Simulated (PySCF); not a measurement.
# C₆ coefficients of unlike pairs at UHF

Calculated with PySCF 2.14 from the dipole response of each species, C₆(A,B) = (3/π) ∫ α_A(iu) α_B(iu) du, in atomic units, from isotropic polarisabilities. For ions this is the dispersion term alone; charge-induced terms of lower order in 1/R come first.

```
species                configuration                                                                               basis     relativity  α (bohr³)  C₆ (like pair)
    F³⁺            [He] 2s2 2p2 (3P)                                                             dyall-acv3z (15s9p4d2f)  spin-free X2C     0.9753          0.8664
    S²⁺            [Ne] 3s2 3p2 (3P)                                                           def2-QZVPPD (10s7p5d2f1g)           none      7.505           27.36
    Pb⁺  [Xe] 4f14 5d10 6s2 6p1 (2P)  aug-cc-pwCVTZ-DK3 with one added diffuse shell each of s, d, f type (12s10p9d6f1g)  spin-free X2C      28.66           252.4
     As       [Ar] 3d10 4s2 4p3 (4S)                                                         aug-cc-pVQZ-DK (8s7p5d3f2g)  spin-free X2C      30.33           257.0
```

Question: Estimate C₆ for As with Pb⁺.

Answer: The integral gives 252.7. The combination rule 2 C_A C_B / (C_A α_B/α_A + C_B α_A/α_B) gives 254.4 and the geometric mean 254.7.

No spin-orbit coupling is included.

The other pairs:

```
    pair     C₆
Pb⁺, S²⁺  81.89
 As, F³⁺  12.67
S²⁺, F³⁺  4.568
 As, S²⁺  81.29
Pb⁺, F³⁺  13.40
```
